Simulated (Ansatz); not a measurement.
System: sum formula H$_{5}$SiNO$_{3}$, net charge 0, singlet state. 
Coordinates optimised at B3LYP-D3(BJ)/def2-TZVP (Ansatz, an electronic-structure program):
```
Si
O 1 1.6386
H 2 0.9603 1 115.99
O 1 1.6449 2 107.20 3 27.25
H 4 0.9603 1 116.37 2 -137.92
O 1 1.6463 2 115.88 3 -87.54
H 6 0.9605 1 116.38 2 -69.41
N 1 1.7005 2 103.64 3 153.15
H 8 1.0065 1 121.51 2 176.64
H 8 1.0070 9 111.93 1 -151.57
```
Charge 0, spin multiplicity 1.

Computed values are from Ansatz. Valence correlation only, unless marked. UHF or UKS for open shells. No spin-orbit coupling. No relativistic terms. Basis-set limits of correlation are two-point, X^-3; Hartree-Fock from the larger set. The bracket is a focal-point correction in the basis named.

Problem. What is the atomisation energy De at RI-MP2/CBS(aug-cc-pV(T+d)Z,aug-cc-pV(Q+d)Z)+[CCSD(T)-MP2]/aug-cc-pV(T+d)Z?

Solution. 960.0 kcal/mol.

Problem. What is the total energy at RI-MP2/CBS(aug-cc-pV(T+d)Z,aug-cc-pV(Q+d)Z)+[CCSD(T)-MP2]/aug-cc-pV(T+d)Z?

Solution. -572.5203 Eh.

Problem. What is the T1 diagnostic at CCSD/aug-cc-pV(T+d)Z?

Solution. 0.011.

Problem. What is the dipole moment at CCSD(T)/aug-cc-pV(D+d)Z?

Solution. 1.04 D.
